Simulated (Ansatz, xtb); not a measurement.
Relative energy of two structures of F2GeP2

Structure I: a singlet given by its coordinates. Structure II: a singlet given by its coordinates. Both are isolated molecules in the gas phase, relaxed with r2SCAN-D4/def2-SVP.

I (Å):

```xyz
5

F    -2.6970   -0.4170    2.2312
F    -2.1651   -0.9699   -0.0344
Ge    0.3538    1.0633    1.3235
P    -1.6752    0.0697    1.0896
P    -1.6406    2.0704    0.6093
```

Close contacts (Å): F1–P4 1.61, F2–P4 1.61, Ge3–P4 2.27, Ge3–P5 2.35, P4–P5 2.06.

II (Å):

```xyz
5

F    -3.2772   -1.3510    2.6904
F     0.4170    1.8314   -0.5080
Ge   -3.1725    0.0346    1.6112
P    -1.0487    1.4485    0.0900
P    -0.7861   -0.1794    1.2707
```

Close contacts (Å): F1–Ge3 1.76, F2–P4 1.63, Ge3–P5 2.42, P4–P5 2.03.

Task: Estimate E(II) − E(I) at the level CCSD(T)/def2-SVP + ΔMP2/def2-TZVPP.

Result: Not settled: CCSD(T)/def2-SVP + ΔMP2/def2-TZVPP gives E(II) − E(I) = +0.362 eV, but this leans on the basis-set step: CCSD(T) alone gives +0.002 eV.

How the difference moves with the method:

```json
{"level": "r2SCAN-D4/def2-SVP", "geometry": "r2SCAN-D4/def2-SVP", "E(II) − E(I) (eV)": "+0.237", "departure from the last row (eV)": "−0.125", "job, with rough time for the two": "optimisation, 3.1 min"}
{"level": "HF/def2-SVP", "geometry": "r2SCAN-D4/def2-SVP", "E(II) − E(I) (eV)": "−0.075", "departure from the last row (eV)": "−0.436", "job, with rough time for the two": "part of the CCSD(T) run"}
{"level": "MP2/def2-SVP", "geometry": "r2SCAN-D4/def2-SVP", "E(II) − E(I) (eV)": "+0.162", "departure from the last row (eV)": "−0.200", "job, with rough time for the two": "part of the CCSD(T) run"}
{"level": "CCSD(T)/def2-SVP", "geometry": "r2SCAN-D4/def2-SVP", "E(II) − E(I) (eV)": "+0.002", "departure from the last row (eV)": "−0.360", "job, with rough time for the two": "single point"}
{"level": "CCSD(T)/def2-SVP + ΔMP2/def2-TZVPP", "geometry": "r2SCAN-D4/def2-SVP", "E(II) − E(I) (eV)": "+0.362", "departure from the last row (eV)": "", "job, with rough time for the two": "single point, 1.7 min"}
```

HF/def2-SVP puts the two in the other order. CCSD(T)/def2-SVP finds them nearly level. The largest departure from CCSD(T)/def2-SVP + ΔMP2/def2-TZVPP is that of HF/def2-SVP, 0.436 eV. Levels run at GFN2-xTB geometries aren't shown. The last row adds to CCSD(T) the change of the MP2 difference between the two basis sets, here +0.360 eV, a large step that makes the value less sure.

With harmonic frequencies from r2SCAN-D4/def2-SVP (ideal gas, rigid rotor, one conformer each, 298.15 K, 1 atm): on the last row, ΔE + ΔZPE = +0.314 eV. A mode under 50 cm⁻¹ makes harmonic enthalpies and free energies unreliable, so none is given.

The correlated steps freeze 21 core orbitals; the filled d shell of Ge is correlated, in a basis made for valence electrons. Programs: Ansatz 0.2.0; the last row on 1 thread of AMD EPYC (Zen 3) on a shared host.
